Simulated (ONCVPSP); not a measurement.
# Potentials for lithium (Li) compared

Generated with ld1.x 7.5 (TM, RRKJ, ultrasoft, PAW), atompaw 4.2 or ONCVPSP 4.0.1. The cutoff is in Ry: for ld1.x and atompaw files where the sum of valence levels is converged to 10 mRy in a Bessel basis, for ONCV files where the hardest occupied wave has 1 mHa per electron of residual kinetic energy. The error is the largest all-electron minus pseudo excitation energy over each file’s own four to seven test configurations (ionisations up to +4, promotions, holes and added fractions of an electron), all of which were solved. The labels leave out finer settings (local radius, basis sizes, second energies), which also bear on the numbers. Spin-polarised tests are not counted. The rows are a selection from randomly drawn settings: files with unsolved tests, undetermined cutoffs or missed reference levels are left out.

A true bound ghost makes a file unfit for plane-wave use even where its test errors are small: the radial tests pick states by their node count and pass the ghost by.

```tsv
potential	cutoff (Ry)	largest error (meV)	bound ghosts
ONCV, PBE, fully relativistic, rc 1.35/1.25/1.15 (spd), local smoothed, core correction no, reference 1s2 2s1, qcut 8.2/5.9/9.6, projectors 2/1/2	53	+1627	none
ONCV, PBEsol, scalar-relativistic, rc 1.25/1.10 (sp), local smoothed, core correction no, reference 1s2 2s1, qcut 7.7/6.5, projectors 2/1	51	+1638	none
ONCV, LDA (Perdew-Wang 92), scalar-relativistic, rc 1.05/1.00 (sp), local p, core correction no, reference 1s2 2s1, qcut 14.8/7.2, projectors 2/0	116	+422	none
ONCV, PBE, scalar-relativistic, rc 1.10/4.00/3.95 (spd), local smoothed, core correction no, reference 1s2 2s0.5 2p0.5, qcut 14.5/2.1/2.2, projectors 2/1/1	110	+17	none
ONCV, PBEsol, scalar-relativistic, rc 1.30/1.20/1.10 (spd), local smoothed, core correction no, reference 1s2 2s1, qcut 10/7.5/10.3, projectors 2/1/3	67	+1173	none
```

(1) Fill in the row for Li: ONCV, LDA (Perdew-Wang 92), scalar-relativistic, rc 0.55/0.50 (sp), local smoothed, core correction no, reference 1s2, qcut 23.7/18.7, projectors 2/1.

(2) Fill in the row for Li: ONCV, PBEsol, non-relativistic, rc 1.00/0.95/1.00 (spd), local smoothed, core correction no, reference 1s2 2s1, qcut 14.8/9.5/11.4, projectors 3/2/2.

(3) Fill in the row for Li: ONCV, PBEsol, scalar-relativistic, rc 1.20/1.10 (sp), local smoothed, core correction no, reference 1s2 2s1, qcut 9.5/7.2, projectors 2/2.

Results:

(1) cutoff 297 Ry, largest error +35 meV, bound ghosts: s.

(2) cutoff 123 Ry, largest error +389 meV, bound ghosts: none.

(3) cutoff 68 Ry, largest error +1064 meV, bound ghosts: none.
